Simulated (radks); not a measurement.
Values are calculated unless marked as measured or tabulated.
Ionisation of the krypton ion Kr+, [Ar] 3d10 4s2 4p5, to [Ar] 3d10 4s2 4p4 as the strength of local exchange is varied. Level of theory: scalar-relativistic Kohn-Sham, Slater X-alpha exchange (alpha = 2/3 is LDA exchange), no correlation, spin-polarised, spherical densities, finite nucleus; open shells are filled with parallel spins first; Fermi nuclear charge, rms radius 4.1884 fm (a radial shooting solver on a logarithmic mesh with Libxc functionals).

alpha  E(Kr+) (hartree)  exchange (hartree)  IE (eV)  -e of the level emptied (eV)  <r> of it (bohr)
0.667       -2783.11665           -89.41067   23.038                   17.802 (4p)             1.847
0.764       -2796.16349          -102.86943   24.361                   19.091 (4p)             1.814
0.791       -2799.80540          -106.63620   24.736                   19.457 (4p)             1.806
0.824       -2804.26272          -111.25215   25.199                   19.910 (4p)             1.795
0.925       -2817.94648          -125.46259   26.640                   21.324 (4p)             1.763
0.991       -2826.92224          -134.81602   27.603                   22.273 (4p)             1.743

NIST Atomic Spectra Database: 24.360 eV (measured). The Delta-SCF value meets it near alpha = 0.76. Open shells are spherical and high-spin; term and fine-structure splittings are not resolved.
